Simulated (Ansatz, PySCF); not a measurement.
C₃H₈Ge, SMILES C=[CH][GeH2][CH3]. Atoms are numbered in the order given.

```xyz
12

Ge     0.4527     0.4950     0.0000
C     -1.3634     1.2087     0.0000
C      0.4079    -1.4479     0.0000
C     -0.7216    -2.1612     0.0000
H      1.2219     0.9890    -1.2452
H      1.2219     0.9890     1.2452
H     -1.9096     0.8731     0.8936
H     -1.3405     2.3078     0.0000
H     -1.9096     0.8731    -0.8936
H      1.3652    -1.9848     0.0000
H     -1.7100    -1.6876     0.0000
H     -0.7163    -3.2574     0.0000
```

Geometry: PBE0-D3(BJ)/def2-SVP. The structure was generated by enumeration, and PubChem lists no compound with its InChIKey, so it may never have been made. Other conformers were not sampled.

Two levels are set side by side: PBE-D3(BJ)/def2-SVP (Ansatz, a first-principles code) and PBE0-D3(BJ)/def2-SVP (Ansatz). Each level has its own optimised geometry; the coordinates shown are those of the second. Frequencies come from the Hessian of PySCF at each geometry. Differences are taken from unrounded values.

| quantity | PBE0-D3(BJ) | PBE-D3(BJ) | PBE-D3(BJ) minus PBE0-D3(BJ) |
|---|---|---|---|
| mean bond length (Å) | 1.355 | 1.365 | 0.010 |
| bond Ge1–C2 (Å) | 1.951 | 1.966 | 0.015 |
| bond Ge1–C3 (Å) | 1.943 | 1.956 | 0.012 |
| bond C3–C4 (Å) | 1.336 | 1.346 | 0.010 |
| bond Ge1–H5 (Å) | 1.545 | 1.557 | 0.012 |
| bond Ge1–H6 (Å) | 1.545 | 1.557 | 0.012 |
| bond C2–H7 (Å) | 1.100 | 1.108 | 0.008 |
| bond C2–H8 (Å) | 1.099 | 1.107 | 0.008 |
| bond C2–H9 (Å) | 1.100 | 1.108 | 0.008 |
| bond C3–H10 (Å) | 1.098 | 1.106 | 0.008 |
| bond C4–H11 (Å) | 1.096 | 1.104 | 0.008 |
| bond C4–H12 (Å) | 1.096 | 1.104 | 0.008 |
| highest harmonic wavenumber (cm⁻¹) | 3232 | 3136 | -95 |
| mean harmonic wavenumber (cm⁻¹) | 1384 | 1338 | -46 |
| zero-point energy (kcal/mol) | 59.36 | 57.40 | -1.96 |

Exact exchange shortens and stiffens bonds; PBE has none. Differences between two approximate levels are no errors against the true value.
